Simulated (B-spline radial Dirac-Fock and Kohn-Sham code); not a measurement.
Level of theory: Dirac-Fock (average of configuration) total-energy differences with a finite nucleus, the Breit interaction including its frequency dependence, and self-energy and vacuum-polarisation corrections; a radial finite-basis atomic code. Free neutral atoms.

Q: Order these X-ray lines by photon energy, lowest first.
A. Ce Lβ3
B. Pm Lℓ
C. Te Lβ2
D. Ho Lβ3
E. Xe Lβ7
F. Co Kα2

A: C (4303.6 eV), E (4760.7 eV), B (4807.0 eV), A (5367.3 eV), F (6913.9 eV), D (7655.0 eV).

Values without a named source are computed, but for edge energies of neutral atoms, which are taken from tables.
